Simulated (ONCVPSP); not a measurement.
**Before and after: ONCV potential for Mn**

manganese (Mn), optimised norm-conserving Vanderbilt (ONCV), made with ONCVPSP 4.0.1 (LDA (Perdew-Wang 92), scalar-relativistic). Core [Ne], reference 3s2 3p6 3d5 4s1 4p1. Waves: 3s+4s: rc 1.30 bohr, ncon 4, nbas 7, qcut 10.7 1/bohr, 2 projectors; 3p+4p: rc 1.75 bohr, ncon 4, nbas 8, qcut 10 1/bohr, 2 projectors; 3d: rc 1.20 bohr, ncon 3, nbas 7, qcut 15.8 1/bohr, 2 projectors, debl 1.6 Ha; f scattering state at 0.16 Ha: rc 1.45 bohr, ncon 5, nbas 9, qcut 7.2 1/bohr, 2 projectors, debl 2.3 Ha. Local part: polynomial inside 0.90 bohr (lpopt 3, dvloc0 0 Ha). Core correction: polynomial model core, fcfact 0.4.

Change: d: qcut 9.6.

Cutoffs: the cutoffs (Ha) at which the residual kinetic energy of the hardest occupied pseudo-wave falls to 1 and 0.1 mHa per electron; they do not see the model core or the augmentation charge, which bear on the density cutoff. Errors are all-electron minus pseudo energies relative to the spin-unpolarised reference configuration.

**Question.** Predict the effect on cutoff, ghosts and configuration errors.

**Answer.** The potential gets neither clearly harder nor softer (75 Ha and 87 Ha → 46 Ha and 137 Ha); both files keep a bound ghost (p); of the 4 tests that both files solve, the error grows in 2 and shrinks in 0 by more than 15 % and 0.3 meV (median size 0.3 → 0.6 meV).

```tsv
quantity	base	changed
cutoff, loose	75 Ha	46 Ha
cutoff, tight	87 Ha	137 Ha
loose cutoff by channel	s 36 Ha, p 28 Ha, d 75 Ha	s 36 Ha, p 28 Ha, d 46 Ha
bound ghosts	p	p
GHOST(+) flags under 300 eV	none	none
error for 3s2 3p6 3d5 4s2 4p0, meV [ΔE -3.92 eV]	+0.5	+0.5
error for 3s2 3p6 3d5 4s1 4p0, meV [ΔE 4.72 eV]	-0.1	-0.1
error for 3s2 3p6 3d5 4s0 4p0, meV [ΔE 20.59 eV]	0.0	+0.6
error for 3s2 3p6 3d4 4s2 4p1, meV [ΔE 4.01 eV]	+13	+25
s: phases at 1.32 bohr within 0.05 rad from the reference energy up to (Ha; the scan ends near 5)	to the end of the scan	to the end of the scan
p: phases at 1.78 bohr within 0.05 rad from the reference energy up to (Ha; the scan ends near 5)	to the end of the scan	to the end of the scan
d: phases at 1.22 bohr within 0.05 rad from the reference energy up to (Ha; the scan ends near 5)	to the end of the scan	to the end of the scan
f: phases at 1.47 bohr within 0.05 rad from the reference energy up to (Ha; the scan ends near 5)	to the end of the scan	to the end of the scan
rms error of d²Exc/dni dnj with the model core, mHa	0.71	0.83
```

 A true bound ghost makes a file unfit for plane-wave use even where its test errors are small: the radial tests pick states by their node count and pass the ghost by.
